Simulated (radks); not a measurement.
Problem. The osmium ion Os3+, [Xe] 4f14 5d5. All-electron calculation, non-relativistic Kohn-Sham, PBE, spin-polarised, spherical densities, point nucleus. Program: a radial shooting solver on a logarithmic mesh with Libxc functionals. Every spin shell is full or empty, so the densities are truly spherical. Functionals are evaluated on that one density, not self-consistently. Rank these exchange functionals by their error against the exact value of the orbitals, and give that value: LDA, PBE, revPBE, G96, EV93, APBE, SCAN, MS2, Tao-Mo.

Solution. Exact: -316.204 hartree. From best to worst, with 100 (|E| - |E exact|)/|E exact| (equal figures are ties): SCAN +0.11, revPBE -0.19, PBE -0.28, APBE +0.32, EV93 -0.42, G96 +0.53, MS2 -0.61, Tao-Mo -0.77, LDA -3.84.
